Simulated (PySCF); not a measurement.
Species: SbMe5, C5H15Sb.
Structure used (PBE0-D3(BJ)/def2-SVP), in Å, numbered top down from 1:
```xyz
21
C5H15Sb angstrom
Sb    -0.008    0.001    0.014
C     -0.002   -0.026    2.239
H      0.398   -0.984    2.607
H     -1.025    0.100    2.627
H      0.625    0.792    2.630
C     -0.004    0.024   -2.214
H     -1.028    0.142   -2.602
H      0.411   -0.920   -2.602
H      0.611    0.859   -2.587
C      2.157   -0.030    0.007
H      2.532   -0.522    0.914
H      2.510    1.013   -0.004
H      2.524   -0.538   -0.895
C     -1.070    1.889    0.019
H     -0.966    2.388    0.991
H     -2.133    1.677   -0.169
H     -0.692    2.527   -0.791
C     -1.127   -1.853   -0.019
H     -1.665   -1.993    0.928
H     -0.410   -2.677   -0.153
H     -1.824   -1.851   -0.868
```

Computed, not measured: PySCF 2.14.0, density-fitted response routines, TDDFT wB97X-D/def2-SVPD, vertical, gas phase, core orbitals frozen in the response, def2 core potentials past Kr. Spin–orbit coupling is left out.

Frontier orbitals with the atoms that hold most of them (Löwdin shares over 4%, at most four atoms; ? is withheld):

```tsv
orbital	ε (eV)	atoms
HOMO-3	-10.58	C10 31%, Sb1 20%, C18 13%, C14 6%
HOMO-2	-10.57	C14 27%, C18 20%, Sb1 20%
HOMO-1	-10.42	?
HOMO	-7.26	C6 21%, C2 20%, Sb1 16%, C10 8%
LUMO	1.87	?
LUMO+1	2.54	Sb1 18%, C10 12%, C18 12%, C14 12%
LUMO+2	2.67	C14 17%, C18 13%, Sb1 13%, H20 8%
```

(1) Which atoms hold the HOMO-1, and with what shares?

(2) Give the leading atoms of the LUMO.

(3) The HOMO–LUMO gap is 9.14 eV. Where does the response calculation put the lowest singlet, and from which orbitals?

(4) Give energy, strength and leading configuration of S1 and S2, and follow the Löwdin shares of the leading atoms from the occupied to the empty orbital.

## Answers

(1) C2 (bonded to Sb and 3 H) 24%; C6 (bonded to Sb and 3 H) 24%; Sb1 (bonded to 5 C) 18%. By element: carbon 47% or more, antimony 18%.

(2) Sb1 (bonded to 5 C) 17%; C10 (bonded to Sb and 3 H) 9%; C18 (bonded to Sb and 3 H) 9%; C14 (bonded to Sb and 3 H) 9%. By element: carbon 26% or more, antimony 17%.

(3) S1 is at 5.43 eV (f = 0.0001), 3.70 eV below the gap, made of HOMO→LUMO (97%). 

(4) 
- S1 (5.43 eV, f 0.0001), HOMO→LUMO (97%): C6 21% → at most 9%, C2 20% → at most 9%, Sb1 16% → 17%, C10 8% → 9%
- S2 (5.84 eV, f 0.0002), HOMO→LUMO+1 (97%): C6 21% → at most 13%, C2 20% → at most 13%, Sb1 16% → 18%, C10 8% → 12%

Orbitals of the list HOMO-3 to LUMO+2 that lie within 0.01 eV of each other are written together with a slash and their weights summed (≥ marks a lower bound); for degenerate orbitals outside that list single weights are arbitrary.

Löwdin shares depend on the basis, the more so with diffuse functions.
